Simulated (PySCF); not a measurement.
```xyz
4
charge 0 multiplicity 4, angstrom
Ir    0.0000    0.0000   -0.1142
S     0.0000    0.0000    2.0042
Cl   -2.2013    0.0000   -0.6006
Cl    2.2013    0.0000   -0.6006
```

Method: UB3LYP in PySCF with Ir def2-SVP with ECP60, S def2-SVP, Cl def2-SVP; scalar-relativistic core potentials, no spin–orbit coupling; density-fitted integrals.

This geometry of IrSCl₂ is a stationary point at this level.

(1) What is the point group?

(2) Is it a minimum?

(3) List the harmonic modes with their infrared intensities.

(4) Give the atomic charges and bond orders.

(5) What is the atomisation energy, with and without zero-point energy?

## Answers

(1) C2v.

(2) Yes: all harmonic wavenumbers are real.

(3) 
```json
{"symmetry": "b1", "ω (cm⁻¹)": "92", "IR (km/mol)": "0.5"}
{"symmetry": "b2", "ω (cm⁻¹)": "121", "IR (km/mol)": "0.2"}
{"symmetry": "a1", "ω (cm⁻¹)": "122", "IR (km/mol)": "0.0"}
{"symmetry": "a1", "ω (cm⁻¹)": "373", "IR (km/mol)": "5.5"}
{"symmetry": "b2", "ω (cm⁻¹)": "387", "IR (km/mol)": "73.1"}
{"symmetry": "a1", "ω (cm⁻¹)": "506", "IR (km/mol)": "0.1"}
```

(4) 
| atom | Mulliken | Löwdin | polar tensor | spin (Mulliken) | Mayer order to Ir1 |
| --- | --- | --- | --- | --- | --- |
| Ir1 | 0.29 | -0.56 | 0.74 | 1.45 | – |
| S2 | 0.06 | 0.36 | 0.01 | 1.10 | 1.87 |
| Cl3,4 | -0.17 | 0.10 | -0.38 | 0.23 | 1.09 |

(5) 978 kJ/mol without, 969 kJ/mol with.

Other isomers or separated fragments may lie lower. Open d and f shells are described by one determinant, and the ground state may have another occupation or spin. At this level a doublet minimum of C2v symmetry lies 9 kJ/mol below this structure. Spin–orbit coupling, left out here, can matter for elements this heavy.
